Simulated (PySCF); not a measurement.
H$_{2}$Cl$_{2}$Si, singlet, at a GFN2-xTB geometry. Base run: PySCF with CAMB3LYP/pcseg-1.

Input for PySCF:
```python
from pyscf import gto, scf, dft

mol = gto.M(
    atom='''
Si   -0.029365   -0.753806    0.033461
Cl    1.656056    0.340302    0.026833
Cl   -1.624718    0.464142   -0.062541
H    -0.091646   -1.506331    1.276959
H    -0.029986   -1.615946   -1.138365
''',
    basis='pcseg-1',
    charge=0,
    spin=0,
    verbose=4,
)

mf = dft.RKS(mol)
mf.xc = 'camb3lyp'
mf.kernel()
```

Each row names what was changed in the base input (with any setting that the change needs).

| change | ΔE vs base (mEh) | grid points | electrons on the grid |
|---|---|---|---|
| base | 0.000 | 76560 | 50.00000 |
| grids.level = 0 | 11.442 | 6112 | 50.00522 |
| grids.level = 7 | 0.001 | 357976 | 50.00000 |
| grids.atom_grid = (50, 194) | 0.040 | 32400 | 50.00004 |
| grids.level = 4 | 0.001 | 117720 | 50.00000 |
| grids.level = 2 | -0.001 | 46168 | 49.99999 |
| grids.prune = dft.gen_grid.treutler_prune | 0.000 | 71720 | 50.00000 |
| grids.prune = off | 0.000 | 134360 | 50.00000 |
| grids.atom_grid = (75, 302) | -0.001 | 70848 | 49.99999 |
| grids.radi_method = mura_knowles | 0.000 | 71720 | 50.00000 |
| grids.atom_grid = (150, 974) | 0.001 | 389224 | 50.00000 |
